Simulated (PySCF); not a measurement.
Al(F)(OH)(NH2) (AlFH₃NO), SMILES [F][Al]([NH2])[OH].

Coordinates come from a TPSSh-D3(BJ)/def2-SVP optimisation. Other conformers were not sampled.

The numbers are results of PySCF with C-PCM-PBE0/def2-SVP, not measurements.

The values are the electrostatic part of the solvation free energy, E(continuum) − E(gas) at the gas-phase geometry, in a cavity of scaled van der Waals radii (PySCF's table); cavitation and dispersion terms are not included. A continuum can't describe solvent molecules that bind to the metal. In vacuum the orbital gap is 7.18 eV. The dipole moment in vacuum is 0.96 D.

Computed values in water (ε = 78.36), chloroform (ε = 4.71), chlorobenzene (ε = 5.70):
```
solvent            ε  ΔG(elec) (kcal/mol)  dipole (D)  gap (eV)
-------------  -----  -------------------  ----------  --------
water          78.36                 -8.4        1.00      7.22
chloroform      4.71                 -6.6        0.99      7.21
chlorobenzene   5.70                 -6.9        1.00      7.21
```
